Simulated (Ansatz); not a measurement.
Reaction (redistribution): `C#[C][Zr]([Cl])([Cl])[C]#C` + `C#C[Si](Cl)(Cl)Cl` → `C#[C][Zr]([Cl])([Cl])[Cl]` + `C#C[Si](Cl)(Cl)C#C`

Isolated molecules relaxed with PBE0-D4/def2-TZVP in Ansatz; ΔE leaves out vibrations. CCSD(T)/CBS is the MP2 limit (def2-TZVPP, def2-QZVPP) plus CCSD(T) − MP2 in def2-TZVPP, frozen cores. DFT in def2-TZVPP. def2 core potentials past Kr. For Zr outer-core shells are correlated without core-valence functions, which leaves a few kJ/mol of doubt a bond.

```
       level  ΔE (kJ/mol)
   revPBE-D4        -74.2
CAM-B3LYP-D4        -81.6
```

Task: What does CCSD(T)/CBS give? (Best estimate.)

Result: The calculation gave: -79.0 kJ/mol. The listed levels differ from it by 4.8, -2.6 kJ/mol.

Task: What do rigid-rotor, harmonic-oscillator terms from PBE0-D4/def2-TZVP frequencies (298.15 K, 1 bar) make of the CCSD(T)/CBS value? (Estimate.)

Result: Computed: ΔZPE = +2.3 kJ/mol, ΔH = -77.5 kJ/mol, ΔS = -8 J/(mol·K), ΔG = -75.2 kJ/mol.

Largest T1 diagnostic among the species: 0.016.

Leaving LDA and LC-ωPBE aside and taking each functional with its dispersion term where it has one, the values spread over 7.4 kJ/mol, from CAM-B3LYP-D4 to revPBE-D4. LDA lies −4.4 kJ/mol from PBE without D4. At CCSD(T), def2-SVP lies −4.3 kJ/mol from the extrapolated value and def2-TZVPP +2.5 kJ/mol.

CCSD(T)/CBS has its own doubt, a few kJ/mol and more with outer-core shells, so smaller differences from it don't rank the levels.
